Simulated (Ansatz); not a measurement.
Relaxation of CH₄ClGa (7 atoms, charge 0, multiplicity 1), to a largest force component of 0.03 eV/Å in at most 50 steps.

Theory: RHF/def2-SVP (Ansatz).

```xyz
7
Properties=species:S:1:pos:R:3
Ga 0.254 0.001 -0.163
Cl 0.801 0.004 1.975
H 1.775 -0.006 -0.462
C -1.564 0.002 -0.891
H -2.085 -0.908 -0.583
H -2.121 0.854 -0.496
H -1.564 0.054 -1.980
```

Question: Where does it end, and by what steps?

Answer: It converged. After 4 steps the energy has fallen by 0.467 eV; H3 moved furthest, 0.38 Å.

```tsv
step	energy less start (eV)	largest force component (eV/Å)	accepted
0	0.0000	1.390	yes
1	-0.3466	0.598	yes
2	-0.4563	0.382	yes
3	-0.4660	0.124	yes
4	-0.4667	0.017	yes
```

```xyz
7
Properties=species:S:1:pos:R:3
Ga 0.334 0.000 -0.089
Cl 0.496 0.006 2.085
H 1.707 -0.007 -0.838
C -1.489 0.002 -0.838
H -2.018 -0.906 -0.539
H -2.056 0.852 -0.453
H -1.478 0.054 -1.928
```

Time of the run: 4.3 s on 1 thread of AMD EPYC 9R45 96-Core Processor (Zen 5) (shared host), peak memory 0.18 GiB.
